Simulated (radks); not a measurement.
Results of a calculation; reference values are marked as such.
Ionisation of the gadolinium ion Gd2+, [Xe] 4f7 5d1, to [Xe] 4f7 as the strength of local exchange is varied. Code: a radial shooting solver on a logarithmic mesh with Libxc functionals. Model: non-relativistic Kohn-Sham, Slater X-alpha exchange (alpha = 2/3 is LDA exchange), no correlation, spin-unpolarised, spherical densities, point nucleus; relativity is left out, which matters for an element this heavy.

[
 {"alpha": "0.667", "E(Gd2+) (hartree)": "-10809.8256", "exchange (hartree)": "-225.6871", "IE (eV)": "19.303", "-e of the level emptied (eV)": "14.616 (5d)", "<r> of it (bohr)": "2.356"},
 {"alpha": "0.73", "E(Gd2+) (hartree)": "-10831.1638", "exchange (hartree)": "-247.5001", "IE (eV)": "20.079", "-e of the level emptied (eV)": "15.318 (5d)", "<r> of it (bohr)": "2.305"},
 {"alpha": "0.775", "E(Gd2+) (hartree)": "-10846.4315", "exchange (hartree)": "-263.1325", "IE (eV)": "20.647", "-e of the level emptied (eV)": "15.835 (5d)", "<r> of it (bohr)": "2.270"},
 {"alpha": "0.812", "E(Gd2+) (hartree)": "-10859.0014", "exchange (hartree)": "-276.0182", "IE (eV)": "21.122", "-e of the level emptied (eV)": "16.268 (5d)", "<r> of it (bohr)": "2.243"},
 {"alpha": "0.831", "E(Gd2+) (hartree)": "-10865.4618", "exchange (hartree)": "-282.6464", "IE (eV)": "21.369", "-e of the level emptied (eV)": "16.494 (5d)", "<r> of it (bohr)": "2.229"},
 {"alpha": "0.88", "E(Gd2+) (hartree)": "-10882.1410", "exchange (hartree)": "-299.7757", "IE (eV)": "22.014", "-e of the level emptied (eV)": "17.085 (5d)", "<r> of it (bohr)": "2.195"},
 {"alpha": "0.985", "E(Gd2+) (hartree)": "-10917.9688", "exchange (hartree)": "-336.6526", "IE (eV)": "23.438", "-e of the level emptied (eV)": "18.399 (5d)", "<r> of it (bohr)": "2.127"},
 {"alpha": "1.043", "E(Gd2+) (hartree)": "-10937.8100", "exchange (hartree)": "-357.1226", "IE (eV)": "24.249", "-e of the level emptied (eV)": "19.152 (5d)", "<r> of it (bohr)": "2.093"}
]

NIST Atomic Spectra Database: 20.54 eV (semi-empirical). The Delta-SCF value meets it near alpha = 0.77. Relativity is left out here, which matters for elements this heavy. Spin polarisation and multiplet splitting are left out, so open shells lie too high by an amount that depends on their filling.

Beside tabulated values, note that spin-unpolarised runs miss the spin-polarisation part of the exchange energy of open shells.
